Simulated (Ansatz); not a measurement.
A structure relaxed at r2SCAN-D4/def2-SVP in Ansatz, charge 0, singlet:

Cartesian coordinates in Å:
```
Hg 1.605 -0.479 1.507
Hg -0.892 0.741 -0.065
Hg -3.249 2.709 -0.219
Hg 0.879 -1.588 -1.332
S -1.039 -0.430 -2.180
S 0.054 1.246 2.104
S 2.641 -2.199 0.185
```

Problem. Give its formula and point group.

Solution. the cluster Hg₄S₃. Point group C2v (tolerance 0.1 Å).

Problem. Summarise the bond lengths by kind (pairs closer than 1.2 times the sum of covalent radii, bridged metal pairs left out).

Solution. 6 × Hg–S 2.40 to 2.42 Å; 1 × Hg–Hg 3.08 Å.

In the def2 sets Hg takes a core potential; there is no spin–orbit coupling. The structure comes from a short search, and lower isomers may exist.
